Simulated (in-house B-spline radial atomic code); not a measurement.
Settings and results of a run for the tin ion Sn⁺. Method: Dirac-Kohn-Sham LDA VWN5, spherical fractional occupations, Fermi nucleus of rms radius 4.6519 fm, inside a hard spherical wall at 9.65 bohr. Calculated with a radial B-spline atomic code at the basis-set limit.

Command:
```bash
python run_scf.py task.json out
```
Settings (nuclear radius in fm, mass in u):
```
Z                50
configuration    [Kr] 4d9 4f1 5s2 5p1
hamiltonian      dirac
method           lda,vwn
spin_polarised   False
nucleus          fermi
rms_radius       4.6519
atomic_mass      119.9022
speed_of_light   137.035999084
wall_radius      9.65
```

Output (hartree, bohr):
```
 radial grid: 65 intervals, B-splines of order 8, outer radius 9.65 bohr

 iter        energy (Eh)    residual
    1       -6168.355904    3.92e-01
    2       -6167.751352    3.27e-01
    3       -6171.824587    2.05e-02
    4       -6171.832608    2.95e-03
    5       -6171.832770    7.77e-04
    6       -6171.832783    2.91e-04
    7       -6171.832786    2.27e-05
    8       -6171.832786    5.20e-06
    9       -6171.832786    2.44e-07

 total energy                     -6171.83279
 kinetic                            6497.0272
 electron-nucleus                 -14953.0886
 Hartree                            2443.2607
 exchange-correlation               -159.0321

 first-order corrections (not in the total)
   Gaunt                             4.9254
   retardation                      -0.5043
   frequency dependence             -0.0420
   self-energy                       3.3337
   Uehling                          -0.4343
   Wichmann-Kroll                    0.0090

 orbital      occ     eigenvalue          <r>       <r^2>       <1/r>     <1/r^3>       r_max    small
 1s1/2      2.000     -1064.9955    0.0290813  0.00114473     53.0317           -     0.01879  3.37e-02
 2s1/2      2.000      -161.4236     0.125221    0.018545      12.298           -      0.1063  7.13e-03
 2p1/2      2.000      -150.9232     0.105848   0.0137727     12.2876           -      0.0818  7.15e-03
 2p3/2      4.000      -142.4600     0.111224   0.0150776     11.4421     4296.75     0.08633  6.83e-03
 3s1/2      2.000       -31.7440     0.339621     0.13202     4.34465           -      0.3081  2.06e-03
 3p1/2      2.000       -27.4713      0.33021    0.126786     4.25692           -      0.2942  2.01e-03
 3p3/2      4.000       -25.9256     0.341471    0.135352     4.04914     799.707      0.3046  1.92e-03
 3d3/2      4.000       -18.3439     0.312632     0.11614     3.89811     125.779       0.249  1.80e-03
 3d5/2      6.000       -18.0243     0.316207    0.118663     3.84456     117.389       0.252  1.78e-03
 4s1/2      2.000        -5.6283     0.814578    0.751014     1.71888           -       0.744  5.66e-04
 4p1/2      2.000        -4.1970     0.858916    0.842779     1.60532           -      0.7689  5.07e-04
 4p3/2      4.000        -3.9111     0.888089    0.900951     1.53782     147.951      0.7935  4.80e-04
 4d3/2      3.600        -1.6512      1.05616     1.31496     1.26311     16.4979      0.8722  3.41e-04
 4d5/2      5.400        -1.6102      1.06895     1.34723     1.24597     15.2428      0.8816  3.33e-04
 4f5/2      0.429        -0.0365      5.30752     30.7705    0.215468    0.027388       5.466  1.10e-05
 4f7/2      0.571        -0.0365      5.30877     30.7817    0.215345   0.0271586       5.467  1.10e-05
 5s1/2      2.000        -0.8737      2.14342     5.17948    0.607273           -       1.888  9.60e-05
 5p1/2      0.333        -0.5680      2.52786     7.26305    0.509963           -       2.171  6.90e-05
 5p3/2      0.667        -0.5383       2.6177      7.7859    0.490584     15.3174       2.249  6.47e-05
```

Time taken, with all properties: 0.92 s on 1 thread of Arm Neoverse V2, with other jobs on the host.

For the Dirac Hamiltonian the kinetic term is c α·p + (β - 1)c².
